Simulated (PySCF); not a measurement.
XPS shifts beside NMR shieldings

C5H12OSi2.
Bonds: C1–C2, C2–C3, C3–O4, O4–Si5, Si5–C6, C6–C7 (triple), C7–Si8. Hydrogens: H9, H10, H11 on C1; H12, H13 on C2; H14, H15 on C3; H16, H17 on Si5; H18, H19, H20 on Si8.

Binding energies: PySCF, delta-SCF UKS SCAN, pcX-2 on the ionised atom, pcseg-1 elsewhere, spin-free X2C. Shieldings: GIAO PBE0/pcSseg-1, non-relativistic, same geometry.

| atom | C 1s (eV) |
| --- | --- |
| C1 | 290.74 |
| C2 | 290.59 |
| C3 | 292.10 |
| C6 | 289.90 |
| C7 | 289.99 |

**Question.** What are the absolute isotropic shieldings of these atoms?

**Answer.** 
```
atom                 environment  C 1s (eV)  isotropic shielding (ppm)
  C6               alkyne carbon     289.90                       64.5
  C7               alkyne carbon     289.99                       72.2
  C2            chain CH2 carbon     290.59                      155.9
  C1               methyl carbon     290.74                      173.6
  C3  sp3 carbon bound to oxygen     292.10                      115.3
```

**Question.** Among the listed atoms, is the one with the highest binding energy also the least shielded?

**Answer.** No. The highest binding energy is at C3 (292.10 eV, shielding 115.3 ppm), the lowest shielding at C6 (64.5 ppm, 289.90 eV).

By binding energy: C6 < C7 < C2 < C1 < C3. By shielding: C6 < C7 < C3 < C2 < C1.

The unrestricted hole states depart most from a pure doublet (⟨S²⟩ = 0.75; over 0.85 named) for C 1s of C6 (0.86) and C 1s of C7 (0.86), which makes these values less certain. Isolated species at its PBE0-D3(BJ)/def2-SVP geometry (one conformer only).

The values belong to the conformer `[CH3:1][CH2:2][CH2:3][O:4][SiH2:5][C:6]#[C:7][SiH3:8]`: C1–C2–C3–O4 180°, C2–C3–O4–Si5 180°, C3–O4–Si5–C6 -58°.
